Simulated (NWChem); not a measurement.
Isomers of C4H5NS, each optimised at B3LYP/6-31G* with NWChem, gas phase unless a solvent is named. Flexible species stand in one conformer each, which need not be the lowest. Pople sets run with spherical d functions. Relative energies count from the lowest isomer at each level and are electronic, without zero-point energy, on those geometries.

A: Nc1cccs1
B: s1ccc(c1)N
C: c1(sccn1)C
D: Cc1cncs1

```tsv
quantity	A	B	C	D
relative energy, B3LYP/6-31G* (kcal/mol)	12.2	11.0	0.0	1.8
relative energy, CAM-B3LYP/def2-TZVP (kcal/mol)	6.6	4.9	0.0	2.2
relative energy, r2SCAN/def2-TZVP (kcal/mol)	6.6	5.0	0.0	2.1
orbital gap (eV), B3LYP/6-31G*	5.46	5.40	5.93	5.94
SMD solvation free energy in toluene, B3LYP/6-31G* (kcal/mol)	-5.9	-5.6	-4.3	-4.4
```
